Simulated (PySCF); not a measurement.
# Working out the ionisation energy of Os⁺

Os⁺ [Xe] 4f14 5d6 6s1 (6D) → Os²⁺ [Xe] 4f14 5d6 (5D). All numbers are calculated (PySCF 2.14, a scalar-relativistic core potential, in cc-pVTZ-PP with ECP60MDF). Frozen: 5s2 5p6. Energies in hartree (1 hartree = 27.21139 eV):

| part | Os⁺ (lower) | Os²⁺ (upper) |
| --- | --- | --- |
| UHF | -89.830904 | -89.242268 |
| MP2 opposite-spin | -0.052687 | -0.044568 |
| MP2 same-spin | -0.076738 | -0.054126 |

Problem. What does Hartree-Fock give?

Solution. (-89.242268) − (-89.830904) = 0.588636 hartree = 16.018 eV.

Problem. What do MP2 and SCS-MP2 (6/5 opposite-spin, 1/3 same-spin) give?

Solution. The opposite-spin parts differ by 0.221 eV and the same-spin parts by 0.615 eV. MP2: 16.018 + (0.221) + (0.615) = 16.854 eV. SCS-MP2: 16.018 + 1.2 × (0.221) + (0.615)/3 = 16.488 eV.

Reference: 17 ± 1 eV (semi-empirical (NIST evaluation); NIST Atomic Spectra Database, ionization energies), between the lowest levels; spin-orbit coupling is absent from the calculation.

What remains against the reference includes basis incompleteness, the frozen core and correlation beyond second order.
